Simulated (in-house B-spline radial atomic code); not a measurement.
A fraction x of an electron is moved 2s → 2p in neutral boron, starting from [He] 2s2 2p1 and keeping the highest spin. All numbers are computed (scalar-relativistic (X2C) PW91, spin-polarised, spherical fractional occupations; Fermi nucleus of rms radius 2.406 fm) with a radial B-spline atomic code at the basis-set limit, not measured.

```csv
x,E(x) - E(0) (eV),2s down level (eV),2p up level (eV)
0,0.0000,-8.734,-4.066
0.125,0.5625,-8.542,-4.212
0.25,?,?,?
0.375,1.5568,-8.084,-4.468
0.5,1.9854,-7.818,-4.578
0.625,2.3660,-7.524,-4.675
0.75,?,?,?
0.875,2.9769,-6.873,-4.829
1,3.1996,-,-4.896
```

(1) What belongs in the row x = 0.25?

(2) What belongs in the row x = 0.75?

(3) Check Janak's theorem between x = 0.375 and 0.5.

## Answers

(1) An energy change of 1.0820 eV; 2s down at -8.325 eV, 2p up at -4.346 eV.

(2) An energy change of 2.6969 eV; 2s down at -7.203 eV, 2p up at -4.759 eV.

(3) The slope of the energy is 3.43 eV; the orbital levels give 3.43 eV (ε of the receiving orbital less ε of the emptying one, averaged over the two points).
